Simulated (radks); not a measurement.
Values are calculated unless marked as measured or tabulated.
Polarisability of the sulfur ion S5+, [Ne] 3s1, at imaginary frequency. Code: a radial shooting solver on a logarithmic mesh with Libxc functionals. Model: scalar-relativistic Kohn-Sham, LDA (Slater exchange, Perdew-Wang correlation), spin-polarised, spherical densities, finite nucleus; open shells are filled with parallel spins first; Fermi nuclear charge, rms radius 3.2611 fm. Response by self-consistent Sternheimer equations with the Hartree and adiabatic LDA kernel, the relativistic mass of each level held fixed and spin-orbit coupling left out.

w (hartree),alpha1(iw) (bohr^3),alpha2(iw) (bohr^5)
0.00266,2.552,2.553
0.0143,2.550,2.553
0.0360,2.540,2.551
0.0697,2.507,2.544
0.118,2.427,2.527
0.186,2.264,2.488
0.280,1.983,2.411
0.413,1.581,2.264
0.605,1.121,2.009
0.892,0.7080,1.620
1.35,0.4097,1.132
2.12,0.2274,0.6569
3.59,0.1256,0.3058
6.94,0.06457,0.1074
17.5,0.02011,0.02258

Static values: alpha1 = 2.552 bohr^3 (0.3781 angstrom^3; uncoupled 3.031), alpha2 = 2.553 bohr^5, alpha3 = 4.932 bohr^7. C6 = 2.711, C8 = 18.89, triple-dipole C9 = 4.976 atomic units. One-pole (London) frequency 4 C6 / (3 alpha1^2) = 0.555 hartree, against 3.012 for minus the highest occupied eigenvalue.
